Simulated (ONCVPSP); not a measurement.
## Which change was made? (Pm, ONCV)

Pm, optimised norm-conserving Vanderbilt (ONCV), made with ONCVPSP 4.0.1 (LDA (Perdew-Wang 92), scalar-relativistic). Core [Kr] 4d10 4f4, reference 5s2 5p6 5d1 6s1.5 (charge +0.5). Waves: 5s+6s: rc 2.35 bohr, ncon 4, nbas 9, qcut 4.7 1/bohr, 3 projectors, debl 3.3 Ha; 5p: rc 2.15 bohr, ncon 3, nbas 6, qcut 6.3 1/bohr, 1 projector; 5d: rc 3.80 bohr, ncon 4, nbas 9, qcut 3.4 1/bohr, 1 projector. Local part: polynomial inside 2.10 bohr (lpopt 5, dvloc0 2 Ha). Core correction: polynomial model core, fcfact 0.5.

Cutoffs, loose and tight: the cutoffs (Ha) at which the residual kinetic energy of the hardest occupied pseudo-wave falls to 1 and 0.1 mHa per electron. They do not see the model core or the augmentation charge, which bear on the density cutoff. Test errors are all-electron minus pseudo excitation energies from the reference, over the configurations 5s2 5p6 5d1 6s2; 5s2 5p6 5d1 6s1; 5s2 5p6 5d1 6s0; 5s2 5p6 5d1 6s0 6p1; variants that change the core or the reference have their own tests.

The base gives: outcome: generated; cutoff, loose: 12 Ha; cutoff, tight: 15 Ha; bound ghosts: none; GHOST(+) flags above zero: none; largest test error (meV): +30.

Q: After one change the result is: outcome: generated; cutoff, loose: 12 Ha; cutoff, tight: 15 Ha; bound ghosts: none; GHOST(+) flags above zero: none; largest test error (meV): -28. Which change was it?
A. p: nproj 3
B. d: qcut 2.5
C. local potential polynomial inside 2.10 bohr (lpopt 5, dvloc0 1.5 Ha)

A: A. The others give: local potential polynomial inside 2.10 bohr (lpopt 5, dvloc0 1.5 Ha) → outcome: generated; cutoff, loose: 12 Ha; cutoff, tight: 15 Ha; bound ghosts: none; GHOST(+) flags above zero: s; largest test error (meV): +74 | d: qcut 2.5 → outcome: generated; cutoff, loose: 13 Ha; cutoff, tight: 21 Ha; bound ghosts: none; GHOST(+) flags above zero: none; largest test error (meV): -45.
